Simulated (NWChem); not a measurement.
System: GaO, doublet; SMILES [O]=[Ga]

Excerpt of the output:

```
             Northwest Computational Chemistry Package (NWChem) 7.3.0
             --------------------------------------------------------

                             Geometry "geometry" -> ""
                             -------------------------

 Output coordinates in angstroms (scale by  1.889725989 to convert to a.u.)

  No.       Tag          Charge          X              Y              Z
 ---- ---------------- ---------- -------------- -------------- --------------
    1 Ga                  31.0000     0.00000000     0.00000000    -0.36799900
    2 O                    8.0000     0.00000000     0.00000000     1.33888700

 Effective nuclear repulsion energy (a.u.)      76.8861879188

                                 NWChem DFT Module
                                 -----------------

 Summary of "ao basis" -> "ao basis" (spherical)
 ------------------------------------------------------------------------------
       Tag                 Description            Shells   Functions and Types
 ---------------- ------------------------------  ------  ---------------------
 Ga                         def2-svp                12       32   5s4p3d
 O                          def2-svp                 6       14   3s2p1d

            General Information
            -------------------
          SCF calculation type: DFT
          Wavefunction type:  spin polarized.
          No. of atoms     :     2
          No. of electrons :    39
           Alpha electrons :    20
            Beta electrons :    19
          Charge           :     0
          Spin multiplicity:     2
          Use of symmetry is: off; symmetry adaption is: off
          Maximum number of iterations: 150
          AO basis - number of functions:    46
                     number of shells:    18
          Convergence on energy requested:  1.00D-06
          Convergence on density requested:  1.00D-05
          Convergence on gradient requested:  5.00D-04

              XC Information
              --------------
                        Slater Exchange Functional  1.000 local
                      VWN V Correlation Functional  1.000 local

             Grid Information
             ----------------
          Grid used for XC integration:  medium
          Radial quadrature: Mura-Knowles
          Angular quadrature: Lebedev.
          Tag              B.-S. Rad. Rad. Pts. Rad. Cut. Ang. Pts.
          ---              ---------- --------- --------- ---------
          Ga                  1.30      112           6.0       590
          O                   0.60       49           7.0       434
          Grid pruning is: on
          Number of quadrature shells:   161
          Spatial weights used:  Erf1

      Superposition of Atomic Density Guess
      -------------------------------------

 Sum of atomic energies:       -1997.66701493

      Non-variational initial energy
      ------------------------------

 Total energy =   -1997.538921
 1-e energy   =   -2940.889397
 2-e energy   =     866.464287
 HOMO         =      -0.269456
 LUMO         =       0.027336

[...]

                                NWChem TDDFT Module
                                -------------------

            General Information
            -------------------
           No. of orbitals :      92
            Alpha orbitals :      46
             Beta orbitals :      46
        Alpha frozen cores :       0
         Beta frozen cores :       0
     Alpha frozen virtuals :       0
      Beta frozen virtuals :       0
         Spin multiplicity :       2
    Number of AO functions :      46
        Use of symmetry is : off
      Symmetry adaption is : off
         Schwarz screening :  0.10D-07

              XC Information
              --------------
                 Slater Exchange Functional   1.00 local
               VWN V Correlation Functional   1.00 local

             TDDFT Information
             -----------------
          Calculation type : Tamm-Dancoff TDDFT
         Wavefunction type : Unrestricted
          No. of electrons :      39
           Alpha electrons :      20
            Beta electrons :      19
              No. of roots :       6
          Max subspacesize :    5200
            Max iterations :     100
               Target root :       1
           Target symmetry : none
      Symmetry restriction : off
                 Algorithm : Optimal
        Davidson threshold :  0.10D-03

    6 smallest eigenvalue differences (eV)
--------------------------------------------------------
  No. Spin  Occ  Vir  Irrep   E(Occ)    E(Vir)   E(Diff)
--------------------------------------------------------
    1    2   19   20 a        -0.241    -0.215     0.707
    2    2   18   20 a        -0.241    -0.215     0.707
    3    2   17   20 a        -0.342    -0.215     3.451
    4    2   19   21 a        -0.241    -0.065     4.790
    5    2   18   21 a        -0.241    -0.065     4.790
    6    2   19   22 a        -0.241    -0.065     4.790
--------------------------------------------------------

  Entering Davidson iterations
  Unrestricted

  Iter   NTrls   NConv    DeltaV     DeltaE      Time
  ----  ------  ------  ---------  ---------  ---------
    1      6       0     0.37E+00   0.10+100        1.1
    2     12       0     0.10E+00   0.21E+00        1.1
    3     18       0     0.22E-01   0.87E-02        1.0
    4     24       3     0.45E-02   0.28E-03        1.1
    5     27       4     0.46E-03   0.13E-04        1.0
    6     29       6     0.40E-04   0.12E-06        0.9
  ----  ------  ------  ---------  ---------  ---------
  Convergence criterion met

  Ground state a       -1996.171983489560 a.u.
  <S2> =   0.7532

  ----------------------------------------------------------------------------
  Root   1         a              0.027109990 a.u.                0.7377 eV
  <S2> =   0.7553
  ----------------------------------------------------------------------------
     Transition Moments    X  0.19982   Y -0.20658   Z  0.00000
     Dipole Oscillator Strength                    0.0014929525
     Electric Quadrupole                           0.0000000000
     Magnetic Dipole                               0.0000000306
     Total Oscillator Strength                     0.0014929831

     Occ.   19 beta  a   ---  Virt.   20 beta  a       -0.99858
  ----------------------------------------------------------------------------
  Root   2         a              0.027109990 a.u.                0.7377 eV
  <S2> =   0.7553
  ----------------------------------------------------------------------------
     Transition Moments    X -0.20658   Y -0.19982   Z  0.00000
     Dipole Oscillator Strength                    0.0014929526
     Electric Quadrupole                           0.0000000000
     Magnetic Dipole                               0.0000000306
     Total Oscillator Strength                     0.0014929831

     Occ.   18 beta  a   ---  Virt.   20 beta  a        0.99858
  ----------------------------------------------------------------------------
  Root   3         a              0.138851304 a.u.                3.7783 eV
  <S2> =   1.1045
  ----------------------------------------------------------------------------
     Transition Moments    X  0.00000   Y  0.00000   Z -0.57274
     Dipole Oscillator Strength                    0.0303650683
     Electric Quadrupole                           0.0000000000
     Magnetic Dipole                               0.0000000000
     Total Oscillator Strength                     0.0303650683

     Occ.   18 alpha a   ---  Virt.   21 alpha a        0.41122
     Occ.   19 alpha a   ---  Virt.   22 alpha a        0.41122
     Occ.   20 alpha a   ---  Virt.   23 alpha a       -0.10889
     Occ.   17 beta  a   ---  Virt.   20 beta  a       -0.80289
  ----------------------------------------------------------------------------
  Root   4         a              0.156566567 a.u.                4.2604 eV
  <S2> =   2.3982
  ----------------------------------------------------------------------------
     Transition Moments    X  0.00000   Y  0.00000   Z -0.20888
     Dipole Oscillator Strength                    0.0045543010
     Electric Quadrupole                           0.0000000003
     Magnetic Dipole                               0.0000000000
     Total Oscillator Strength                     0.0045543012

[...]
```

Level: LDA (Slater exchange, VWN5)/def2-SVP, spin-unrestricted, TDA. Geometry: optimised at PBE0/def2-SVP, spin-unrestricted. No stability test was run on the SCF state.

Question: Reconstruct the input file.

Answer: This is not unique; one that fits is the input that was run:
```
start job
memory heap 200 mb stack 900 mb global 1100 mb
geometry units angstroms noautosym nocenter noautoz
  Ga     0.000000     0.000000    -0.367999
  O      0.000000     0.000000     1.338887
end
basis spherical
  * library def2-svp
end
dft
  odft
  mult 2
  xc slater vwn_5
  iterations 150
end
tddft
  cis
  nroots 6
end
task tddft energy
```
